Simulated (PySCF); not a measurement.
Here is a job for PySCF.
```python
from pyscf import gto, scf, dft

mol = gto.Mole()
mol.atom = '''
    B     0.00000000    0.00000000    0.00000000
'''
mol.basis = '6-31g**'
mol.spin = 1
mol.verbose = 3
mol.build()

mf = dft.UKS(mol)
mf.xc = 'b3lyp'
mf.grids.atom_grid = (99, 590)
mf.grids.prune = None
mf.kernel()
```

Q: What number of basis functions does B3LYP/6-31G** in PySCF give?

A: 14

Q: Estimate the HOMO energy that B3LYP/6-31G** returns for this input.

A: -4.68 eV

Q: What dipole moment does B3LYP/6-31G** give?

A: 0.00 D

Q: What is the computed <S^2> (B3LYP/6-31G**)?

A: 0.752

Q: Estimate the total energy that B3LYP/6-31G** returns for this input.

A: -24.6538 Eh

These values belong to the state on which the SCF converged, which isn't shown to be the lowest.
